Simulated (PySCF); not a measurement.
A run for PySCF: R-M06-2X/def2-TZVPPD on SiH4 (SMILES [SiH4]).

```python
from pyscf import gto, dft

mol = gto.M(
    atom='''
    Si    0.21561361   -0.23727616    0.01070586
    H     0.80358519   -1.54370942    0.37642308
    H    -0.99321581   -0.00538389    0.84144561
    H    -0.18081622   -0.23855966   -1.41453560
    H     1.18768323    0.84669029    0.26766979
    ''',
    basis='def2-tzvppd',
    charge=0, spin=0, verbose=4, max_memory=1800)
mf = dft.RKS(mol, xc='m062x').density_fit(auxbasis='def2-universal-jkfit')
mf.grids.level = 4
mf.conv_tol = 1e-9
mf.max_cycle = 150
mf.kernel()
mf.dip_moment()
```

The log:

```
PySCF version 2.14.0

[INPUT] verbose = 4
[INPUT] num. atoms = 5
[INPUT] num. electrons = 18
[INPUT] charge = 0
[INPUT] spin (= nelec alpha-beta = 2S) = 0
[INPUT] symmetry False subgroup None
[INPUT] Mole.unit = angstrom
[INPUT] Symbol           X                Y                Z      unit          X                Y                Z       unit  Magmom
[INPUT]  1 Si     0.215613610000  -0.237276160000   0.010705860000 AA    0.407450671629  -0.448386958288   0.020231143328 Bohr   0.0
[INPUT]  2 H      0.803585190000  -1.543709420000   0.376423080000 AA    1.518555926857  -2.917188019711   0.711336528165 Bohr   0.0
[INPUT]  3 H     -0.993215810000  -0.005383890000   0.841445610000 AA   -1.876905863488  -0.010174077585   1.590101751618 Bohr   0.0
[INPUT]  4 H     -0.180816220000  -0.238559660000  -1.414535600000 AA   -0.341693134679  -0.450812421769  -2.673084877447 Bohr   0.0
[INPUT]  5 H      1.187683230000   0.846690290000   0.267669790000 AA    2.244396027439   1.600012760429   0.505822594920 Bohr   0.0

nuclear repulsion = 21.3317070165151
number of shells = 44
number of NR pGTOs = 145
number of NR cGTOs = 116
basis = def2-tzvppd
ecp = {}


******** <class 'pyscf.df.df_jk.DFRKS'> ********
method = DFRKS
initial guess = minao
damping factor = 0
level_shift factor = 0
DIIS = <class 'pyscf.scf.diis.CDIIS'>
diis_start_cycle = 1
diis_space = 8
diis_damp = 0
SCF conv_tol = 1e-09
SCF conv_tol_grad = None
SCF max_cycles = 150
direct_scf = False
XC library pyscf.dft.libxc version 7.1.2
    S. Lehtola, C. Steigemann, M. J. T. Oliveira, and M. A. L. Marques,  SoftwareX 7, 1–5 (2018)
XC functionals = m062x
    Y. Zhao and D. G. Truhlar,  Theor. Chem. Acc. 120, 215 (2008)
    Y. Zhao and D. G. Truhlar,  Theor. Chem. Acc. 120, 215 (2008)
radial grids:
    Treutler-Ahlrichs [JCP 102, 346 (1995); DOI:10.1063/1.469408] (M4) radial grids

becke partition: Becke, JCP 88, 2547 (1988); DOI:10.1063/1.454033
pruning grids: <function nwchem_prune>
grids dens level: 4
symmetrized grids: False
atomic radii adjust function: <function treutler_atomic_radii_adjust>
small_rho_cutoff = 0
Set gradient conv threshold to 3.16228e-05
Initial guess from minao.
tot grids = 91752
******** <class 'pyscf.df.df.DF'> ********
auxbasis = def2-universal-jkfit
init E= -291.55880905879
  HOMO = -0.384914798479163  LUMO = 0.0130153919881462  gap/eV = 10.82823
cycle= 1 E= -291.850695642809  delta_E= -0.292  |g|= 0.12  |ddm|= 1.46
  HOMO = -0.4103618178133  LUMO = 0.0223860706568928  gap/eV = 11.77567
cycle= 2 E= -291.854568135263  delta_E= -0.00387  |g|= 0.0398  |ddm|= 0.168
  HOMO = -0.403820530068228  LUMO = 0.0237039838480122  gap/eV = 11.63353
cycle= 3 E= -291.854884630413  delta_E= -0.000316  |g|= 0.0126  |ddm|= 0.0452
  HOMO = -0.404976773257684  LUMO = 0.0234159674237731  gap/eV = 11.65716
cycle= 4 E= -291.854920698175  delta_E= -3.61e-05  |g|= 0.00102  |ddm|= 0.00814
  HOMO = -0.405012483110504  LUMO = 0.0233939559906844  gap/eV = 11.65753
cycle= 5 E= -291.854921361878  delta_E= -6.64e-07  |g|= 0.000118  |ddm|= 0.00207
  HOMO = -0.404997701363454  LUMO = 0.0233984610005304  gap/eV = 11.65725
cycle= 6 E= -291.854921369597  delta_E= -7.72e-09  |g|= 2.86e-05  |ddm|= 0.00022
  HOMO = -0.404997747458449  LUMO = 0.0233973414632338  gap/eV = 11.65722
cycle= 7 E= -291.854921369902  delta_E= -3.05e-10  |g|= 3.48e-06  |ddm|= 4.71e-05
  HOMO = -0.404999025626023  LUMO = 0.0233971969236801  gap/eV = 11.65725
Extra cycle  E= -291.854921369903  delta_E= -1.36e-12  |g|= 1.12e-06  |ddm|= 3.81e-06
converged SCF energy = -291.854921369903
Dipole moment(X, Y, Z, Debye):  0.04773, -0.00857, -0.02958
```

The calculation finished and met its thresholds.

Cost: about 6 core-seconds (a rough figure).
